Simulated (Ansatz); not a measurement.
Total energies of Mg₂Se₂⁻ from Ansatz at r2SCAN-D4/def2-TZVPD, gas phase (1 Eh = 27.2114 eV = 2625.5 kJ/mol). The reference geometry is relaxed at r2SCAN-D4/def2-SVPD.

```xyz
4

Mg   -1.2062    0.3607   -0.7154
Mg    1.2063   -0.3606    0.7154
Se    0.3209   -1.5253   -1.3102
Se   -0.3210    1.5253    1.3102
```

| state | geometry | energy (Eh) |
| --- | --- | --- |
| charge -1 doublet | reference | -5203.41767 |
| charge 0 singlet | reference | -5203.35033 |
| charge -1 quartet | relaxed at r2SCAN-D4/def2-SVPD | -5203.35703 |

Problem. Work out the vertical ionisation energy to the singlet.

Solution. E(charge 0 singlet) − E(charge -1 doublet) = -5203.35033 − (-5203.41767) = 0.06734 Eh = 1.83 eV. For comparison, −ε of the highest occupied level of the spin that leaves is 0.11 eV at this level, 1.72 eV less.

Problem. Which of the charge -1 states is lowest, and how far above it are the others?

Solution. The doublet. quartet: -5203.35703 − (-5203.41767) = 0.06064 Eh = 159.2 kJ/mol.

At r2SCAN-D4/def2-TZVPD the highest occupied level of the charge -1 quartet lies above zero (up to 0.04 eV). It is a level of α spin, whose loss leaves a triplet; that state wasn't run at this geometry and level. The electron is either unbound and held by the finite basis, or the level is raised by self-interaction error. 

The structure comes from a short search, and lower isomers may exist.
